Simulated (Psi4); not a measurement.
C₂H₈Cl₂OSi₂ (SMILES C[Si](C)(O)[SiH](Cl)Cl), singlet, at a GFN2-xTB geometry, atoms displaced at random by about 0.08 Å a coordinate; R2SCAN/STO-3G, gradient (Psi4).

Input for Psi4:
```
memory 2 GB

molecule {
0 1
Si    1.05635738   -0.18415649   -0.27506711
Cl    1.99668931   -0.30832582    1.69418246
Cl    1.25283322    1.76416053   -0.75749355
Si   -1.27854761   -0.63127130   -0.15301189
C    -2.08059000    0.23949479   -1.76988708
C    -2.11914254    0.04445506    1.41066475
O    -1.47132981   -2.09250613   -0.17014406
H     1.77829038   -0.98674223   -1.08831489
H    -3.19825931   -0.09866937   -1.73866415
H    -1.56935484    0.04703468   -2.62685011
H    -1.98876218    1.36657774   -1.72883515
H    -1.89679570    1.08324996    1.57304437
H    -1.80181745   -0.42637020    2.40497063
H    -3.16714813   -0.06526538    1.37703998
H    -1.35245371   -2.65762123   -0.99291472
symmetry c1
no_reorient
no_com
}

set {
  basis sto-3g
}

gradient('r2scan')
print_variables()
```

What the program printed (banner, timings and long lists left out):

```
gradient() will perform analytic gradient computation.

   => Loading Basis Set <=

    Name: STO-3G
    Role: ORBITAL
    Keyword: BASIS

         ---------------------------------------------------------
                                   SCF
               by Justin Turney, Rob Parrish, Andy Simmonett
                          and Daniel G. A. Smith
                              RKS Reference
         ---------------------------------------------------------

  ==> Geometry <==

    Molecular point group: c1
    Full point group: C1

    Geometry (in Angstrom), charge = 0, multiplicity = 1:

       Center              X                  Y                   Z               Mass
    ------------   -----------------  -----------------  -----------------  -----------------
         SI           1.056357380000    -0.184156490000    -0.275067110000    27.976926534650
         CL           1.996689310000    -0.308325820000     1.694182460000    34.968852682000
         CL           1.252833220000     1.764160530000    -0.757493550000    34.968852682000
         SI          -1.278547610000    -0.631271300000    -0.153011890000    27.976926534650
         C           -2.080590000000     0.239494790000    -1.769887080000    12.000000000000
         C           -2.119142540000     0.044455060000     1.410664750000    12.000000000000
         O           -1.471329810000    -2.092506130000    -0.170144060000    15.994914619570
         H            1.778290380000    -0.986742230000    -1.088314890000     1.007825032230
         H           -3.198259310000    -0.098669370000    -1.738664150000     1.007825032230
         H           -1.569354840000     0.047034680000    -2.626850110000     1.007825032230
         H           -1.988762180000     1.366577740000    -1.728835150000     1.007825032230
         H           -1.896795700000     1.083249960000     1.573044370000     1.007825032230
         H           -1.801817450000    -0.426370200000     2.404970630000     1.007825032230
         H           -3.167148130000    -0.065265380000     1.377039980000     1.007825032230
         H           -1.352453710000    -2.657621230000    -0.992914720000     1.007825032230

  Running in c1 symmetry.

  Rotational constants: A =      0.04737  B =      0.02802  C =      0.02169 [cm^-1]
  Rotational constants: A =   1420.12979  B =    839.91730  C =    650.11780 [MHz]
  Nuclear repulsion =  633.096860312853778

  Charge       = 0
  Multiplicity = 1
  Electrons    = 90
  Nalpha       = 45
  Nbeta        = 45

  ==> Algorithm <==

  SCF Algorithm Type is DF.
  DIIS enabled.
  MOM disabled.
  Fractional occupation disabled.
  Guess Type is SAD.
  Energy threshold   = 1.00e-08
  Density threshold  = 1.00e-08
  Integral threshold = 1.00e-12

  ==> Primary Basis <==

  Basis Set: STO-3G
    Blend: STO-3G
    Number of shells: 37
    Number of basis functions: 59
    Number of Cartesian functions: 59
    Spherical Harmonics?: true
    Max angular momentum: 1

  ==> DFT Potential <==

   => LibXC <=

    Version 7.1.2
    S. Lehtola, C. Steigemann, M. J. T. Oliveira, and M. A. L. Marques,  SoftwareX 7, 1–5 (2018) (10.1016/j.softx.2017.11.002)

   => Composite Functional: R2SCAN <=

    r2SCAN Meta-GGA XC Functional  (0.1021/acs.jpclett.0c02405)
    J. W. Furness, A. D. Kaplan, J. Ning, J. P. Perdew, J. Sun  J. Phys. Chem. Lett.  11, 8208–8215, 2020

    Deriv               =              1
    GGA                 =           TRUE
    Meta                =           TRUE

    Exchange Hybrid     =          FALSE
    MP2 Hybrid          =          FALSE

   => Exchange Functionals <=

    1.0000   XC_MGGA_X_R2SCAN

   => Correlation Functionals <=

    1.0000   XC_MGGA_C_R2SCAN

   => LibXC Density Thresholds  <==

    XC_MGGA_C_R2SCAN:  1.00E-15
    XC_MGGA_X_R2SCAN:  1.00E-11

   => Molecular Quadrature <=

    Radial Scheme          =       TREUTLER
    Pruning Scheme         =           NONE
    Nuclear Scheme         =       TREUTLER

    Blocking Scheme        =         OCTREE
    BS radius alpha        =              1
    Pruning alpha          =              1
    Radial Points          =             75
    Spherical Points       =            302
    Total Points           =         312976
    Total Blocks           =           2367
    Max Points             =            256
    Max Functions          =             52
    Weights Tolerance      =       1.00E-15

   => Loading Basis Set <=

    Name: (STO-3G AUX)
    Role: JKFIT
    Keyword: DF_BASIS_SCF

  ==> Integral Setup <==

  SCF_SUBTYPE=INCORE selected. In-core MEM_DF algorithm will be used.
  Using in-core AOs.

  ==> MemDFJK: Density-Fitted J/K Matrices <==

    J tasked:                   Yes
    K tasked:                    No
    wK tasked:                   No
    Algorithm:                 Core
    Schwarz Cutoff:           1E-12
    Mask sparsity (%):       8.7906
    Fitting Condition:        1E-10

   => Auxiliary Basis Set <=

  Basis Set: (STO-3G AUX)
    Blend: DEF2-UNIVERSAL-JKFIT
    Number of shells: 275
    Number of basis functions: 883
    Number of Cartesian functions: 1051
    Spherical Harmonics?: true
    Max angular momentum: 4

  Minimum eigenvalue in the overlap matrix is 2.2716937261E-01.
  Reciprocal condition number of the overlap matrix is 9.8337294187E-02.
    Using symmetric orthogonalization.

  ==> Pre-Iterations <==

  SCF Guess: Superposition of Atomic Densities via on-the-fly atomic UHF (no occupation information).

   -------------------------
    Irrep   Nso     Nmo
   -------------------------
     A         59      59
   -------------------------
    Total      59      59
   -------------------------

  ==> Iterations <==

                           Total Energy        Delta E     RMS |[F,P]|

   @DF-RKS iter SAD: -1634.11974585960525   -1.63412e+03   0.00000e+00
   @DF-RKS iter   1: -1636.73337056116884   -2.61362e+00   6.81743e-03 ADIIS/DIIS
[...]
  @DF-RKS Final Energy: -1636.87860076708512
    Total Energy =                      -1636.8786007670851177
[...]
 Dipole Z            :         -7.9939037            6.7909103           -1.2029934
 Magnitude           :                                                    2.0353834

 ------------------------------------------------------------------------------------

         ------------------------------------------------------------
                                   SCF GRAD
                          Rob Parrish, Justin Turney,
                       Andy Simmonett, and Alex Sokolov
         ------------------------------------------------------------

  ==> Geometry <==

    Molecular point group: c1
    Full point group: C1

    Geometry (in Angstrom), charge = 0, multiplicity = 1:

       Center              X                  Y                   Z               Mass
    ------------   -----------------  -----------------  -----------------  -----------------
         SI           1.056357380000    -0.184156490000    -0.275067110000    27.976926534650
         CL           1.996689310000    -0.308325820000     1.694182460000    34.968852682000
         CL           1.252833220000     1.764160530000    -0.757493550000    34.968852682000
         SI          -1.278547610000    -0.631271300000    -0.153011890000    27.976926534650
         C           -2.080590000000     0.239494790000    -1.769887080000    12.000000000000
         C           -2.119142540000     0.044455060000     1.410664750000    12.000000000000
         O           -1.471329810000    -2.092506130000    -0.170144060000    15.994914619570
         H            1.778290380000    -0.986742230000    -1.088314890000     1.007825032230
         H           -3.198259310000    -0.098669370000    -1.738664150000     1.007825032230
         H           -1.569354840000     0.047034680000    -2.626850110000     1.007825032230
         H           -1.988762180000     1.366577740000    -1.728835150000     1.007825032230
         H           -1.896795700000     1.083249960000     1.573044370000     1.007825032230
         H           -1.801817450000    -0.426370200000     2.404970630000     1.007825032230
         H           -3.167148130000    -0.065265380000     1.377039980000     1.007825032230
         H           -1.352453710000    -2.657621230000    -0.992914720000     1.007825032230

  Nuclear repulsion =  633.096860312853778

  ==> Basis Set <==

  Basis Set: STO-3G
    Blend: STO-3G
    Number of shells: 37
    Number of basis functions: 59
    Number of Cartesian functions: 59
    Spherical Harmonics?: true
    Max angular momentum: 1

  ==> DFJKGrad: Density-Fitted SCF Gradients <==

    Gradient:                    1
    J tasked:                  Yes
    K tasked:                   No
    wK tasked:                  No
    Integrals threads:           1
    Schwarz Cutoff:          1E-12
    Fitting Condition:       1E-10

   => Auxiliary Basis Set <=

  Basis Set: (STO-3G AUX)
    Blend: DEF2-UNIVERSAL-JKFIT
    Number of shells: 275
    Number of basis functions: 883
    Number of Cartesian functions: 1051
    Spherical Harmonics?: true
    Max angular momentum: 4

  ==> DFT Potential <==

   => LibXC <=

    Version 7.1.2
    S. Lehtola, C. Steigemann, M. J. T. Oliveira, and M. A. L. Marques,  SoftwareX 7, 1–5 (2018) (10.1016/j.softx.2017.11.002)

   => Composite Functional: R2SCAN <=

    r2SCAN Meta-GGA XC Functional  (0.1021/acs.jpclett.0c02405)
    J. W. Furness, A. D. Kaplan, J. Ning, J. P. Perdew, J. Sun  J. Phys. Chem. Lett.  11, 8208–8215, 2020

    Deriv               =              1
    GGA                 =           TRUE
    Meta                =           TRUE

    Exchange Hybrid     =          FALSE
    MP2 Hybrid          =          FALSE

   => Exchange Functionals <=

    1.0000   XC_MGGA_X_R2SCAN

   => Correlation Functionals <=

    1.0000   XC_MGGA_C_R2SCAN

   => LibXC Density Thresholds  <==

    XC_MGGA_C_R2SCAN:  1.00E-15
    XC_MGGA_X_R2SCAN:  1.00E-11

   => Molecular Quadrature <=

    Radial Scheme          =       TREUTLER
    Pruning Scheme         =           NONE
    Nuclear Scheme         =       TREUTLER

    Blocking Scheme        =         OCTREE
    BS radius alpha        =              1
    Pruning alpha          =              1
    Radial Points          =             75
    Spherical Points       =            302
    Total Points           =         312976
    Total Blocks           =           2367
    Max Points             =            256
    Max Functions          =             52
    Weights Tolerance      =       1.00E-15

  -Total Gradient:
     Atom            X                  Y                   Z
    ------   -----------------  -----------------  -----------------
       1        0.052592669407     0.001245041051    -0.079889648836
       2        0.006080814490     0.003714292828     0.017550639109
       3       -0.009742589447    -0.046048015358     0.019063341338
       4       -0.025264536453    -0.215154144109     0.025782691406
       5        0.051001825742    -0.024285689591    -0.104465125537
       6       -0.047221273212     0.022833574985    -0.034769995789
       7        0.033437655229     0.214875932678     0.004064604359
       8       -0.038107848901     0.032563417233     0.038780462070
       9       -0.046228553702    -0.018393239629     0.014932260225
      10       -0.029266194514     0.035099293867     0.069007645965
      11        0.012853781236     0.023335806689    -0.012097271678
      12       -0.002208625857    -0.020118077870     0.006055964470
      13        0.003676732726    -0.003759111375     0.034979249234
      14        0.037061047869     0.003288832516     0.006980554261
      15        0.000157764823    -0.009865002077    -0.008546702391

  Variable Map:
  ----------------------------------------------------------------------------
[...]
  Array Variable Map:
  ----------------------------------------------------------------------------
[...]
[...]
```
